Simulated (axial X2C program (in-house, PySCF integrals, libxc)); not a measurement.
Levels of RbB⁺ by electron attachment to RbB²⁺ (EOM-EA-CCSD)

Calculated with an axial X2C code built on PySCF integrals: two-component X2C with atomic mean-field Coulomb and Gaunt terms, Gaussian nuclei, basis Rb dyall-acv3z, B dyall-av3z with contracted cores.

R = 3.247 Å (0.920 times 3.529 Å, the PBE0 minimum at charge 1 for the lowest determinant).

Levels of RbB⁺ obtained by attaching an electron to RbB²⁺:

| Ω | binding energy (eV) | above lowest (cm⁻¹) | attached spinor | one-particle weight |
| --- | --- | --- | --- | --- |
| 1/2 | 12.636 | 0 | 92% B pσ | 0.95 |
| 3/2 | 12.375 | 2105 | 96% B pπ | 0.95 |
| 1/2 | 12.375 | 2105 | 96% B pπ | 0.95 |

This point took 26 s on 1 thread of Intel(R) Xeon(R) Platinum 8488C (Sapphire Rapids), on a shared host.

Reference electrons by ω block (each with its −ω partner): 1/2: 14, 3/2: 5, 5/2: 1. 10 electrons of RbB²⁺ correlated (inner shells frozen), 92 natural virtual spinors (a truncated set); levels can be off by some tenths of an eV. Roots sought by Ω: (1/2: 5, 3/2: 4, 5/2: 2, 7/2: 1); rows need 60 % one-particle weight and stop where some Ω has no more roots. Missing are any skipped roots, higher Ω and states of a further excitation; these come out far too high here and may in truth be low or lowest. T1 of the reference 0.006 (Lee–Taylor). The reference was not checked to be the lowest state of its species. Number of frozen shells: Rb 3 s, 2 p, 1 d; B 1 s.
